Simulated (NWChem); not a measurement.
System meant: C3H7FSi; SMILES F[C@@H](C=C)[SiH3]

The following NWChem deck was run.

```
start job
memory heap 200 mb stack 900 mb global 1100 mb
geometry units angstroms noautoz
  C      0.544892     2.181492     0.410006
  C      0.656054     1.148161    -0.425649
  C     -0.337444     0.033607    -0.534348
  F     -1.493571     0.321086     0.213201
  Si     0.342714    -1.629264     0.145147
  H      1.302269     2.958114     0.452281
  H     -0.313457     2.284126     1.066105
  H      1.517956     1.058588    -1.087309
  H     -0.648060    -0.088406    -1.583460
  H      1.592377    -1.992655    -0.578935
  H     -0.667965    -2.700570    -0.057107
  H      0.628148    -1.474368     1.592662
end
basis spherical
  C library def2-svp
  F library def2-svp
  Si library def2-svp
  H library def2-svp
end
dft
  xc pbe0
  iterations 4
  mulliken
end
task dft energy
```

End of the output:

```
    Atom       Charge   Shell Charges
 -----------   ------   -------------------------------------------------------
    1 C    6     6.07   1.97  0.60  0.32  1.87  1.25  0.07
    2 C    6     6.06   1.97  0.61  0.31  1.88  1.21  0.09
    3 C    6     6.03   1.96  0.62  0.33  1.83  1.15  0.14
    4 F    9     9.15   1.98  1.02  0.76  3.21  2.18  0.01
    5 Si  14    13.57   2.00  1.93  0.67  0.34  5.82  1.34  1.21  0.26
    6 H    1     0.97   0.63  0.26  0.07
    7 H    1     0.97   0.63  0.27  0.07
    8 H    1     0.96   0.63  0.26  0.07
    9 H    1     0.97   0.64  0.25  0.07
   10 H    1     1.09   0.64  0.43  0.02
   11 H    1     1.08   0.64  0.42  0.02
   12 H    1     1.08   0.64  0.42  0.02

 center of mass
 --------------
 x =  -0.10312861 y =   0.00655369 z =   0.00222983

 moments of inertia (a.u.)
 ------------------
         695.276708784943           0.000000000000          -0.000000000000
           0.000000000000         287.273357759466          -0.000000000000
          -0.000000000000          -0.000000000000         862.767904323069

     Multipole analysis of the density
     ---------------------------------

     L   x y z        total         alpha         beta         nuclear
     -   - - -        -----         -----         ----         -------
     0   0 0 0     -0.000000    -24.000000    -24.000000     48.000000

     1   1 0 0      0.504746      0.252373      0.252373     -0.000000
     1   0 1 0     -0.101389     -0.050695     -0.050695     -0.000000
     1   0 0 1     -0.348554     -0.174277     -0.174277      0.000000

     2   2 0 0    -30.127681    -77.133236    -77.133236    124.138791
     2   1 1 0      0.870825     -1.878369     -1.878369      4.627563
     2   1 0 1     -0.258409      0.026543      0.026543     -0.311494
     2   0 2 0    -28.367452   -198.333685   -198.333685    368.299918
     2   0 1 1      0.615318     -1.210747     -1.210747      3.036811
     2   0 0 2    -27.988436    -35.907584    -35.907584     43.826732

 ------------------------------------------------------------------------
 dft energy failed                                                                                  0
 ------------------------------------------------------------------------
 ------------------------------------------------------------------------
  current input line :
    28: task dft energy
 ------------------------------------------------------------------------
 ------------------------------------------------------------------------
 This type of error is most commonly associated with calculations not reaching convergence criteria
 ------------------------------------------------------------------------
 For more information see the NWChem manual at https://nwchemgit.github.io

0:dft energy failed:Received an Error in Communication
```

Question: What is wrong, and how is it mended?

Answer: Convergence was not reached. Cause: the SCF was allowed too few iterations. This input runs:
```
start job
memory heap 200 mb stack 900 mb global 1100 mb
geometry units angstroms noautoz
  C      0.544892     2.181492     0.410006
  C      0.656054     1.148161    -0.425649
  C     -0.337444     0.033607    -0.534348
  F     -1.493571     0.321086     0.213201
  Si     0.342714    -1.629264     0.145147
  H      1.302269     2.958114     0.452281
  H     -0.313457     2.284126     1.066105
  H      1.517956     1.058588    -1.087309
  H     -0.648060    -0.088406    -1.583460
  H      1.592377    -1.992655    -0.578935
  H     -0.667965    -2.700570    -0.057107
  H      0.628148    -1.474368     1.592662
end
basis spherical
  * library def2-svp
end
dft
  xc pbe0
  iterations 150
  mulliken
end
task dft energy
```
It converges to -507.20117 Ha (PBE0/def2-SVP).
